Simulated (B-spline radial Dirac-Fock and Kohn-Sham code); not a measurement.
Kohn-Sham estimates against Dirac-Fock for the levels of Te²⁺

System: tellurium as Te²⁺ in the configuration [Kr] 4d10 5s2 5p2.

The density-functional columns are spherical, spin-unpolarised Dirac-Kohn-Sham results without Breit or QED terms: −ε is minus the orbital energy of the initial state and ΔSCF the difference of two total energies. The reference in the last column comes from Dirac-Fock (average of configuration) total-energy differences with a finite nucleus, the Breit interaction including its frequency dependence, and self-energy and vacuum-polarisation corrections. All numbers are from a radial B-spline solver, in eV; a selection of levels is shown. For the 1s level of heavy atoms much of the gap between ΔSCF and the reference is the Breit and QED part, -109.1 eV here; for other levels the error of the functional can be larger.

| level | LDA −ε | LDA ΔSCF | PBE −ε | PBE ΔSCF | Dirac-Fock |
| --- | --- | --- | --- | --- | --- |
| 1s | 31588.5 | 31942.0 | 31624.2 | 31978.8 | 31843.2 |
| 2s | 4860.2 | 4923.9 | 4864.6 | 4928.0 | 4976.3 |
| 2p1/2 | 4557.5 | 4636.8 | 4559.1 | 4638.3 | 4643.7 |
| 2p3/2 | 4283.4 | 4357.5 | 4284.6 | 4358.7 | 4372.8 |
| 3s | 982.4 | 1004.6 | 983.8 | 1005.8 | 1040.3 |
| 3p1/2 | 857.7 | 880.6 | 858.1 | 881.0 | 903.5 |
| 3p3/2 | 806.6 | 828.7 | 807.0 | 829.0 | 851.8 |
| 3d3/2 | 585.7 | 610.1 | 585.4 | 609.8 | 613.0 |
| 3d5/2 | 575.0 | 599.2 | 574.7 | 598.8 | 602.7 |
| 4s | 183.3 | 193.9 | 183.7 | 194.2 | 208.1 |
| 4p1/2 | 140.4 | 150.7 | 140.5 | 150.7 | 159.2 |
| 4p3/2 | 130.6 | 140.6 | 130.8 | 140.8 | 149.5 |
| 4d3/2 | 61.95 | 71.08 | 61.83 | 70.96 | 70.10 |
| 4d5/2 | 60.46 | 69.52 | 60.36 | 69.41 | 68.65 |
| 5s | 33.05 | 38.43 | 32.70 | 38.03 | 36.57 |
| 5p | 22.61 | 27.26 | 22.33 | 26.93 | 26.27 |

Question: Order the estimates of the K (1s) level by their distance from the Dirac-Fock value, nearest first.
A. PBE ΔSCF
B. LDA −ε
C. LDA ΔSCF
D. PBE −ε

Answer: C (98.8 eV), A (135.6 eV), D (219.0 eV), B (254.7 eV).

Values without a named source are computed, but for edge energies of neutral atoms, which are taken from tables.
